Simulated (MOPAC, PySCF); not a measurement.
Noncovalent pair: HF (SMILES F) (first 2 atoms) with C4H6 (SMILES C=CC=C); geometry from B3LYP-D3(BJ)/def2-TZVP, rigid monomers moved along the line of their centres of mass till H2···C3 is 2.44 Å.
(charge 0, multiplicity 1):
```xyz
12

F      0.53605     0.01969     0.24787
H      0.65459     0.24954     1.14775
C      1.04185     1.29228     3.32122
C      0.59449     0.10039     3.73485
C     -0.79801    -0.20157     4.01543
C     -1.22580    -1.39575     4.42498
H      0.36767     2.12921     3.18032
H      2.09279     1.47078     3.13800
H      1.30147    -0.71238     3.87707
H     -1.50876     0.60726     3.87452
H     -2.27118    -1.58599     4.62573
H     -0.53907    -2.22153     4.56922
```

Monomers are frozen at their geometry in the pair; levels with a basis set take the counterpoise correction. Rows marked so take none.

Rows in 3-21G, 6-31G* carry no dispersion term and start afresh at each structure (6-31G* with six Cartesian d functions). The state that AM1, PM7 reach isn't checked; PM7 holds dispersion and hydrogen-bond terms.

Run with MOPAC for AM1, PM7 (differences of heats of formation); PySCF for 3-21G rows, 6-31G* rows. Values without a source in brackets are computed.

Q: One of these levels gives -1.08 kcal/mol for the interaction energy. Which one is it?
A. B3LYP/6-31G*
B. HF/3-21G (no counterpoise)
C. PM7
D. AM1

A: D, AM1. The others give -2.09 (PM7), -4.61 (HF/3-21G (no counterpoise)), -3.81 (B3LYP/6-31G*)
